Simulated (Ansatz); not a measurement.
Process, species as SMILES: SC1[CH]CCCC1 -> [CH]1CCCCCS1
Each molecule is optimised on its own at B3LYP-D3(BJ)/def2-TZVP (Ansatz, an electronic-structure program), one conformer each, not searched for the lowest. Frequencies are from Ansatz.

Wanted: isomerisation energy (enthalpy at 298 K, with B3LYP-D3(BJ) rigid-rotor harmonic-oscillator terms), in eV. Correlated levels leave the core frozen unless marked. UHF or UKS for open shells. No spin-orbit coupling. Non-relativistic. CBS marks a two-point X^-3 extrapolation of the correlation energy; Hartree-Fock from the larger set. [CCSD(T)-MP2]/basis is that difference in the basis named.

| level | program | isomerisation energy (eV) |
|---|---|---|
| PBE-D4/def2-TZVPD | Ansatz + dftd4 | -0.21 |
| r2SCAN-D4/def2-TZVPD | Ansatz + dftd4 | -0.18 |
| B97M-V/def2-TZVPD | Ansatz | -0.17 |
| B3LYP/def2-TZVPD | Ansatz | -0.20 |
| PBE0/6-31G* | Ansatz | -0.19 |
| MP2/cc-pV(D+d)Z | Ansatz | -0.10 |
| MP2/cc-pV(T+d)Z | Ansatz | -0.17 |
| RI-MP2/CBS(cc-pV(T+d)Z,cc-pV(Q+d)Z) | Ansatz | -0.19 |
| RI-MP2/CBS(cc-pV(T+d)Z,cc-pV(Q+d)Z)+[CCSD(T)-MP2]/cc-pV(D+d)Z | Ansatz | -0.18 |
| RI-MP2/CBS(cc-pV(T+d)Z,cc-pV(Q+d)Z)+[CCSD(T)-MP2]/cc-pV(T+d)Z | Ansatz | -0.18 |
